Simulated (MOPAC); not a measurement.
Input for MOPAC: PM7 on PdF, 2S+1 = 2, a spin state set in the input, which need not be the lowest, a point of a bond scan (R = 1.872 Å).

```
PM7 1SCF PRECISE CHARGE=0 UHF MS=0.5 THREADS=1
FPd

Pd     0.00000000 1     0.00000000 1     0.00000000 1
F      0.00000000 1     0.00000000 1     1.87249800 1
```

It printed:

```
*******************************************************************************
 **                                                                           **
 **                              MOPAC v23.2.5                                **
 **                                                                           **
 *******************************************************************************
 ** MOPAC's Digital Object Identifier: https://doi.org/10.5281/zenodo.6511958 **
 **                                                                           **
 ** Please cite the open-source release paper for use of this MOPAC version:  **
 ** J. E. Moussa and J. J. P. Stewart (2026)                                  **
 ** MOPAC: An open-source semiempirical molecular orbital program             **
 ** J. Open Source Softw., 11(119), 8025, https://doi.org/10.21105/joss.08025 **
 *******************************************************************************

                              PM7 CALCULATION RESULTS

 *******************************************************************************
 *  PM7        - The PM7 Hamiltonian to be used
 *  UHF        - UNRESTRICTED HARTREE-FOCK CALCULATION
 *
 *
 *
 *                 CHARGE ON SYSTEM = 0
 *
 *
 *
 *  MS=        - IN MECI, MAGNETIC COMPONENT OF SPIN =  0.5
 *  PRECISE    - TIGHTER CRITERIA TO BE USED
 *  1SCF       - DO 1 SCF AND THEN STOP
 *  THREADS=1  - MULTI-THREADING NOT USED
 *  T=         - A TIME OF 172800.0 SECONDS REQUESTED
 *  DUMP=N     - RESTART FILE WRITTEN EVERY 7200.0 SECONDS REQUESTED
 *******************************************************************************
PM7 1SCF PRECISE CHARGE=0 UHF MS=0.5 THREADS=1
 FPd

   ATOM   CHEMICAL          X               Y               Z
  NUMBER   SYMBOL      (ANGSTROMS)     (ANGSTROMS)     (ANGSTROMS)

     1      Pd          0.00000000  *   0.00000000  *   0.00000000  *
     2       F          0.00000000  *   0.00000000  *   1.87249800  *



          CARTESIAN COORDINATES

    NO.       ATOM           X           Y           Z

     1        Pd          0.0000      0.0000      0.0000
     2         F          0.0000      0.0000      1.8725

 General Reference for PM7:
 "Optimization of Parameters for Semiempirical Methods VI: More Modifications to the
 NDDO Approximations and Re-optimization of Parameters", J. J. P. Stewart, J. Mol. Mod., 1:32, 19 (2013)
 https://link.springer.com/article/10.1007/s00894-012-1667-x

           Empirical Formula: Pd F  =     2 atoms



      MOLECULAR POINT GROUP   :   C*v


          UHF CALCULATION, NO. OF ALPHA ELECTRONS =    9
                           NO. OF BETA  ELECTRONS =    8

 -------------------------------------------------------------------------------
 PM7 1SCF PRECISE CHARGE=0 UHF MS=0.5 THREADS=1
 FPd



     1SCF WAS SPECIFIED, SO BFGS WAS NOT USED
     SCF FIELD WAS ACHIEVED


                              PM7 CALCULATION
                                                       MOPAC v23.2.5 Linux




          FINAL HEAT OF FORMATION =         61.61847 KCAL/MOL =     257.81168 KJ/MOL


          COSMO AREA              =         62.65 SQUARE ANGSTROMS
          COSMO VOLUME            =         43.57 CUBIC ANGSTROMS

          IONIZATION POTENTIAL    =         10.380861 EV
          ALPHA SOMO LUMO (EV)    =        -10.389 -1.513
          BETA  SOMO LUMO (EV)    =        -10.381 -1.632
          NO. OF ALPHA ELECTRONS  =          9
          NO. OF BETA  ELECTRONS  =          8
          MOLECULAR WEIGHT        =        125.3984         POINT GROUP:  C*v

          MOLECULAR DIMENSIONS (Angstroms)

            Atom       Atom       Distance
            F     2   Pd     1     1.87250
            F     2   Pd     1     0.00000
           Pd     1    F     2     0.00000


          SCF CALCULATIONS        =          1





   ATOM   CHEMICAL          X               Y               Z
  NUMBER   SYMBOL      (ANGSTROMS)     (ANGSTROMS)     (ANGSTROMS)

     1      Pd          0.00000000  *   0.00000000  *   0.00000000  *
     2       F          0.00000000  *   0.00000000  *   1.87249800  *

                             CARTESIAN COORDINATES

   1   Pd        0.000000000     0.000000000     0.000000000
   2    F        0.000000000     0.000000000     1.872498000


           Empirical Formula: Pd F  =     2 atoms



      MOLECULAR POINT GROUP   :   C*v


          ALPHA EIGENVALUES
 -38.33714 -15.63171 -15.34790 -14.41297 -12.21225 -12.10423 -11.39528 -10.58927
 -10.38884  -1.51345  79.05355  79.06078  79.44728


           BETA EIGENVALUES
 -37.04131 -15.79958 -14.25844 -13.56581 -12.68054 -12.59650 -10.66740 -10.38086
  -1.63165  -0.92224  79.00917  79.05007  79.52414


              NET ATOMIC CHARGES AND DIPOLE CONTRIBUTIONS

  ATOM NO.   TYPE          CHARGE      No. of ELECS.   s-Pop       p-Pop       d-Pop
    1         Pd           0.534668        9.4653     1.36721     0.00776     8.09036
    2          F          -0.534668        7.5347     1.94649     5.58818
 DIPOLE           X         Y         Z       TOTAL
 POINT-CHG.     0.000     0.000    -4.809     4.809
 HYBRID         0.000    -0.000    -0.214     0.214
 SUM            0.000    -0.000    -5.023     5.023


          ATOMIC ORBITAL ELECTRON POPULATIONS

     Atom    s        px        py        pz      x^2-y^2     xz        z^2       yz        xy
    1 Pd   1.36721   0.00056   0.00048   0.00672   1.94862   1.99999   0.82581   1.31595   2.00000
    2  F   1.94649   1.99945   1.68356   1.90517


                    (SZ)    =    0.500000
                    (S**2)  =    1.582529


          ATOMIC ORBITAL SPIN POPULATIONS

    Atom   Total    s     px     py     pz   x^2-y^2  xz     z^2    yz     xy
         Atomic
    1 Pd  0.5974 -0.523  0.000  0.000  0.000 -0.051 -0.000  0.487  0.684 -0.000
    2  F  0.4026  0.024 -0.000  0.316  0.063

 **********************
 *                    *
 * JOB ENDED NORMALLY *
 *                    *
 **********************




 == MOPAC DONE ==
```

The run finished. Its determinant has ⟨S²⟩ = 1.58, a mixture of spin states.

Cost: about 0.03 core-seconds (a rough figure).
